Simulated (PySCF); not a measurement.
C4HCl2F, SMILES C#CC(F)=C(Cl)Cl. The structure is a stationary point at PBE0-D3(BJ)/def2-SVP. This is a generated structure with no PubChem entry under its InChIKey; it may be hypothetical.

**Question.** Give the equilibrium geometry at PBE0-D3(BJ)/def2-SVP (PySCF confirms it by a frequency run) as Cartesian coordinates in Å, and its point group. (Estimate from the structure and the level; the computed values follow.)

**Answer.** point group Cs.
```xyz
8

C     -0.1574     3.1261     0.0000
C      0.2185     1.9732     0.0000
C      0.6859     0.6364     0.0000
F      2.0047     0.4737     0.0000
C     -0.1102    -0.4559     0.0000
Cl    -1.8143    -0.3299     0.0000
Cl     0.5574    -2.0283     0.0000
H     -0.4960     4.1464     0.0000
```
